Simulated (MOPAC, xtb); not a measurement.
Internal rotation in C6H9GeN, SMILES Nc1cccc[c]1[GeH3]. Scanned: dihedral H9–N1–C2–C3; all other coordinates were relaxed at GFN2-xTB. Heavy atoms are numbered in the order of the SMILES Nc1cccc[c]1[GeH3], hydrogens after them in the order of the atoms that carry them; the mirror image has the same energies with the sign of each dihedral reversed.

PM6, restricted, heats of formation // GFN2-xTB (MOPAC); PM7, restricted, heats of formation // GFN2-xTB (MOPAC); GFN1-xTB // GFN2-xTB (xtb).

Energies in kJ/mol, each method relative to its own lowest point.

```tsv
φ / °	PM6	PM7	GFN1-xTB
-150	0.0	1.0	0.0
-120	4.9	7.4	2.2
-90	14.0	15.0	11.0
-60	7.3	10.9	12.7
-30	0.8	2.0	1.8
0	1.8	1.5	3.0
30	13.1	13.2	11.6
60	18.2	17.2	17.9
90	14.1	15.0	11.0
120	4.9	7.4	2.2
150	0.0	1.0	0.0
180	2.5	0.0	5.8
```
